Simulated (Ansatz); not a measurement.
```yaml
crystal:
  periodic: [false, false, false]
  atoms:
    - {symbol: Cd, position_ang: [2.380630, -3.940155, -0.898677]}
    - {symbol: S, position_ang: [0.829011, -4.493785, 2.083921]}
    - {symbol: Cd, position_ang: [-0.425209, -3.543420, -2.523813]}
    - {symbol: S, position_ang: [-2.464125, -1.371702, -3.495626]}
    - {symbol: S, position_ang: [-0.322953, -2.622379, -0.260874]}
    - {symbol: Cd, position_ang: [-2.473562, -1.504114, -0.002110]}
    - {symbol: Cd, position_ang: [0.261770, -2.261982, 3.652436]}
    - {symbol: S, position_ang: [-1.826528, -1.163528, 2.834033]}
    - {symbol: Cd, position_ang: [-3.330735, 1.508806, -2.844614]}
    - {symbol: S, position_ang: [-2.354735, 1.047381, -0.400386]}
    - {symbol: Cd, position_ang: [-2.316836, 3.967540, -0.673345]}
    - {symbol: Cd, position_ang: [-2.043295, 1.221413, 3.737761]}
    - {symbol: S, position_ang: [-3.447699, 3.010913, 2.052050]}
    - {symbol: S, position_ang: [1.378528, -1.601211, -3.326042]}
    - {symbol: Cd, position_ang: [1.716119, -1.081460, -0.661847]}
    - {symbol: S, position_ang: [1.851330, -0.869440, 2.380145]}
    - {symbol: Cd, position_ang: [2.096360, 1.154176, -3.405765]}
    - {symbol: S, position_ang: [-0.609029, 1.996034, -3.223992]}
    - {symbol: S, position_ang: [2.217397, 1.120311, -0.717434]}
    - {symbol: Cd, position_ang: [-0.187177, 1.923259, -0.478836]}
    - {symbol: Cd, position_ang: [2.277978, 1.451113, 3.393985]}
    - {symbol: S, position_ang: [0.206955, 2.103946, 2.446895]}
    - {symbol: H, position_ang: [2.045237, -5.430713, -1.464359]}
    - {symbol: H, position_ang: [3.158761, -2.484333, -0.296485]}
    - {symbol: H, position_ang: [-0.249678, -5.149611, 1.382940]}
    - {symbol: H, position_ang: [1.036945, -5.563389, 2.927267]}
    - {symbol: H, position_ang: [-0.757028, -4.723810, -3.838559]}
    - {symbol: H, position_ang: [-3.420638, -1.926983, -3.625630]}
    - {symbol: H, position_ang: [-2.097507, -1.262660, -4.886145]}
    - {symbol: H, position_ang: [-3.977551, -2.363275, -0.247256]}
    - {symbol: H, position_ang: [0.354999, -3.103832, 5.517490]}
    - {symbol: H, position_ang: [-2.821619, -1.725875, 3.638944]}
    - {symbol: H, position_ang: [-4.516576, 1.660016, -3.739269]}
    - {symbol: H, position_ang: [-3.554908, 4.506649, -1.429567]}
    - {symbol: H, position_ang: [-0.587444, 3.969054, -0.402141]}
    - {symbol: H, position_ang: [-2.401226, 1.795478, 5.421923]}
    - {symbol: H, position_ang: [-4.635127, 2.205919, 1.501688]}
    - {symbol: H, position_ang: [-4.233678, 3.822897, 2.909429]}
    - {symbol: H, position_ang: [2.490132, -2.035127, -3.848801]}
    - {symbol: H, position_ang: [4.729462, -0.003020, -0.716741]}
    - {symbol: H, position_ang: [5.415559, -0.487003, -0.748667]}
    - {symbol: H, position_ang: [3.132101, -1.654969, 2.748703]}
    - {symbol: H, position_ang: [2.927375, 1.607856, -4.869002]}
    - {symbol: H, position_ang: [-0.682467, 3.226130, -3.888721]}
    - {symbol: H, position_ang: [2.501850, 4.193908, -0.746520]}
    - {symbol: H, position_ang: [3.535156, 2.048102, 1.248906]}
    - {symbol: H, position_ang: [2.406560, 4.955859, -0.812897]}
    - {symbol: H, position_ang: [3.319848, 1.965374, 4.703344]}
    - {symbol: H, position_ang: [3.811324, 2.300403, 1.912139]}
    - {symbol: H, position_ang: [0.070927, 3.386918, 2.872745]}
basis:
  gaussian: {orbitals: def2-SVP, fitting: {mean_field: def2-universal-jkfit}, final_grid: {core_spheres: 20, valence_spheres: 16, degree: 47}}
magnetization: {spin_polarized: true, initial_magnetization: 2}
hamiltonian: {xc: {name: PBEsol}, dispersion: d3bjatm, pseudopotentials: {relativity: none}}
scf: {lower_state_search: off}
output: {forces: true}
```

```sh
$ ansatz run in.yaml --threads 4 --pin off --events-out ev --progress --plain --max-ram 66560MiB --backend cuda --devices 0, --max-vram 37GiB
```

It prints (some lines left out):

```
Functional definition: PBEsol
4717 factors; integrals over basis functions are off by at most 4.0e-1 eV
mean field evaluation 1: about -169486.8595 eV, gradient 6.6e1 eV
mean field evaluation 2: about -169455.2569 eV, gradient 1.0e2 eV
mean field evaluation 4: about -169501.4775 eV, gradient 2.6e1 eV
mean field evaluation 8: about -169507.5017 eV, gradient 7.2e0 eV
mean field evaluation 16: about -169507.9432 eV, gradient 4.5e0 eV
mean field -169508.25114133 eV, -6229.3133326246 hartree, gradient 2.6e-6 eV, S^2 2.003976; 0 other end points of the search recorded, 0 dependent functions left out
reference -169508.25127884 eV, -6229.3133376780 hartree; 213, 211 occupied and 466, 468 virtual orbitals, 4717 factors
Total energy: -169510.76309018 eV, -6229.4056450420 hartree
Atom 0 force     0.077607     0.447403     0.368149 eV/Å
Atom 1 force    -0.999073    -0.887228    -0.970126 eV/Å
Atom 2 force    -0.208047    -0.742363    -0.962786 eV/Å
Atom 3 force    11.264974     6.475647     0.343088 eV/Å
Atom 4 force     0.713707    -0.208750     0.030703 eV/Å
Atom 5 force    -0.665631     0.131961     0.279037 eV/Å
Atom 6 force    -0.007942    -0.960613     1.779764 eV/Å
Atom 7 force    -1.049103    -0.034716    -0.084564 eV/Å
Atom 8 force     3.019968    -0.521082     2.419364 eV/Å
Atom 9 force    -1.616360    -0.521477    -0.380159 eV/Å
Atom 10 force     1.545396    -0.568259     0.666281 eV/Å
Atom 11 force     0.203040     0.436238     0.912776 eV/Å
Atom 12 force    -2.070640    -0.787299    -0.469710 eV/Å
Atom 13 force    -1.400688     0.934925     0.700830 eV/Å
Atom 14 force    -0.501190    -2.135121     0.433693 eV/Å
Atom 15 force     2.598812    -1.362931     0.199605 eV/Å
Atom 16 force    -0.094497    -0.045367     0.213548 eV/Å
Atom 17 force    -0.245576     0.393858    -0.535081 eV/Å
Atom 18 force     0.082938     2.222233    -0.819181 eV/Å
Atom 19 force     1.768221     0.643390     0.306132 eV/Å
Atom 20 force     1.291559    -0.047546     1.292537 eV/Å
Atom 21 force    -1.453779     0.146744    -0.684670 eV/Å
Atom 22 force    -0.105020    -0.443196    -0.224748 eV/Å
Atom 23 force    -0.110256    -0.000643    -0.075450 eV/Å
Atom 24 force     1.086317     0.801105     0.782821 eV/Å
Atom 25 force     0.007132     0.109712     0.015759 eV/Å
Atom 26 force     0.122923     0.646827     0.723168 eV/Å
Atom 27 force   -10.596853    -6.203410    -1.744005 eV/Å
Atom 28 force    -0.591025    -0.244390     1.514568 eV/Å
Atom 29 force     0.161620     0.194331    -0.037164 eV/Å
Atom 30 force    -0.036554     0.592181    -1.367280 eV/Å
Atom 31 force     0.367557     0.145035    -0.303553 eV/Å
Atom 32 force    -2.568513     0.367052    -2.001499 eV/Å
Atom 33 force    -1.758345     0.668340    -0.863040 eV/Å
Atom 34 force     0.155199    -0.127429     0.268124 eV/Å
Atom 35 force     0.106738    -0.278221    -0.864364 eV/Å
Atom 36 force     1.713521     1.230529     0.746048 eV/Å
Atom 37 force     0.484628    -0.538089    -0.507322 eV/Å
Atom 38 force     1.515030    -0.706724    -0.765456 eV/Å
Atom 39 force     1.200103    -0.840471    -0.054871 eV/Å
Atom 40 force    -1.186815     0.843452     0.051715 eV/Å
Atom 41 force    -1.985390     1.288456    -0.588744 eV/Å
Atom 42 force    -0.220535    -0.086662     0.368321 eV/Å
Atom 43 force     0.139337    -0.565055     0.419982 eV/Å
Atom 44 force     0.019584    -0.218135     0.014715 eV/Å
Atom 45 force    -0.363476    -0.314883    -0.793629 eV/Å
Atom 46 force    -0.024533     0.192256    -0.015308 eV/Å
Atom 47 force    -0.274699    -0.213342    -0.537918 eV/Å
Atom 48 force     0.472751     0.366454     0.740895 eV/Å
Atom 49 force     0.015873     0.325272     0.059007 eV/Å
Dipole moment:    -0.441247    -0.161557    -0.163415 e Å
Checks for a lower state left out: stability, starts, cluster_reference, orbital_swaps, neighbouring_geometries, increment
```

Hardware: 4 threads of AMD EPYC 7R13 on a shared host and a share (37 GiB) of an NVIDIA H100 80GB HBM3. Wall time 28 s, peak host memory 1.4 GiB.

In the def2 sets Cd takes a core potential; there is no spin–orbit coupling. The geometry of the charge 0 triplet is only loosely relaxed.
